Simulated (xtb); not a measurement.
xtb input (GFN1-xTB):

```bash
xtb mol.xyz --gfn 1 --sp --chrg 0 --uhf 0
```
mol.xyz:
```
12

B      0.16290196     0.73925613     0.22572865
O      0.75277228    -0.45097268    -0.06342708
C      2.15937113    -0.63176044     0.00744539
O     -1.18206628     0.87051336     0.14605547
C     -2.00561088    -0.22813965    -0.24009383
H      0.80315283     1.69319536     0.55449339
H      2.66543467     0.28629043     0.31424497
H      2.52886115    -0.93498051    -0.97318009
H      2.38068207    -1.42142476     0.72685025
H     -1.74811895    -0.57547989    -1.24226965
H     -1.89616423    -1.06148491     0.45622566
H     -3.03656688     0.12067883    -0.23014422
```

End of the output:

```
         :::::::::::::::::::::::::::::::::::::::::::::::::::::
         ::                     SUMMARY                     ::
         :::::::::::::::::::::::::::::::::::::::::::::::::::::
         :: total energy             -18.881721862530 Eh    ::
         :: gradient norm              0.023201327341 Eh/a0 ::
         :: HOMO-LUMO gap              7.764664049091 eV    ::
         ::.................................................::
         :: SCC energy               -19.044675238181 Eh    ::
         :: -> electrostatic           0.072595637589 Eh    ::
         :: repulsion energy           0.165898360077 Eh    ::
         :: dispersion energy         -0.002944984426 Eh    ::
         :: halogen bond corr.         0.000000000000 Eh    ::
         :: add. restraining           0.000000000000 Eh    ::
         :: total charge              -0.000000000000 e     ::
         :::::::::::::::::::::::::::::::::::::::::::::::::::::

           -------------------------------------------------
          |                Property Printout                |
           -------------------------------------------------

    * Orbital Energies and Occupations

         #    Occupation            Energy/Eh            Energy/eV
      -------------------------------------------------------------
         1        2.0000           -0.7815424             -21.2669
       ...           ...                  ...                  ...
         3        2.0000           -0.6751376             -18.3714
         4        2.0000           -0.6602463             -17.9662
         5        2.0000           -0.6144666             -16.7205
         6        2.0000           -0.5911433             -16.0858
         7        2.0000           -0.5906905             -16.0735
         8        2.0000           -0.5804401             -15.7946
         9        2.0000           -0.5674981             -15.4424
        10        2.0000           -0.5533929             -15.0586
        11        2.0000           -0.5047943             -13.7362
        12        2.0000           -0.4899915             -13.3333
        13        2.0000           -0.4777561             -13.0004
        14        2.0000           -0.4626489             -12.5893
        15        2.0000           -0.4514039             -12.2833 (HOMO)
Note: The following floating-point exceptions are signalling: IEEE_DENORMAL
normal termination of xtb
        16                         -0.1660577              -4.5187 (LUMO)
        17                         -0.1408654              -3.8331
        18                         -0.1283289              -3.4920
        19                         -0.0820332              -2.2322
        20                         -0.0747098              -2.0330
        21                         -0.0636940              -1.7332
        22                         -0.0635224              -1.7285
        23                         -0.0426300              -1.1600
        24                          0.0650886               1.7712
        25                          0.0755764               2.0565
        26                          0.2052343               5.5847
       ...                                ...                  ...
        34                          0.5863807              15.9562
      -------------------------------------------------------------
                  HL-Gap            0.2853462 Eh            7.7647 eV
             Fermi-level           -0.3087308 Eh           -8.4010 eV

  Mulliken/CM5 charges         n(s)   n(p)   n(d)
     1B     0.54287  0.35660   0.818  1.639  0.000
     2O    -0.47264 -0.50825   1.667  4.805  0.000
     3C     0.17245  0.05784   0.969  2.859  0.000
     4O    -0.46168 -0.49267   1.666  4.795  0.000
     5C     0.17576  0.06210   0.967  2.857  0.000
     6H    -0.10618  0.00954   1.106  0.000  0.000
     7H     0.01819  0.07970   0.982  0.000  0.000
     8H     0.02669  0.08640   0.973  0.000  0.000
     9H     0.02669  0.08640   0.973  0.000  0.000
    10H     0.02691  0.08899   0.973  0.000  0.000
    11H     0.02691  0.08899   0.973  0.000  0.000
    12H     0.02401  0.08436   0.976  0.000  0.000

Wiberg/Mayer (AO) data.
largest (>0.10) Wiberg bond orders for each atom

 ---------------------------------------------------------------------------
     #   Z sym  total        # sym  WBO       # sym  WBO       # sym  WBO
 ---------------------------------------------------------------------------
     1   5 B    3.242 --     4 O    1.150     2 O    1.112     6 H    0.929
     2   8 O    2.175 --     1 B    1.112     3 C    0.942
     3   6 C    3.914 --     8 H    0.984     9 H    0.984     7 H    0.981
                             2 O    0.942
     4   8 O    2.187 --     1 B    1.150     5 C    0.929
     5   6 C    3.912 --    12 H    0.989    10 H    0.984    11 H    0.984
                             4 O    0.929
     6   1 H    0.989 --     1 B    0.929
     7   1 H    1.012 --     3 C    0.981
     8   1 H    1.016 --     3 C    0.984
     9   1 H    1.016 --     3 C    0.984
    10   1 H    1.010 --     5 C    0.984
    11   1 H    1.010 --     5 C    0.984
    12   1 H    1.018 --     5 C    0.989
 ---------------------------------------------------------------------------

Topologies differ in total number of bonds
Writing topology from bond orders to xtbtopo.mol

 dipole moment from electron density (au)
     X       Y       Z
   0.4956  -0.5581  -0.1165  total (Debye):    1.920

           -------------------------------------------------
          | TOTAL ENERGY              -18.881721862530 Eh   |
          | GRADIENT NORM               0.023201327341 Eh/α |
          | HOMO-LUMO GAP               7.764664049091 eV   |
           -------------------------------------------------

------------------------------------------------------------------------
------------------------------------------------------------------------
 total:
 SCF:
```
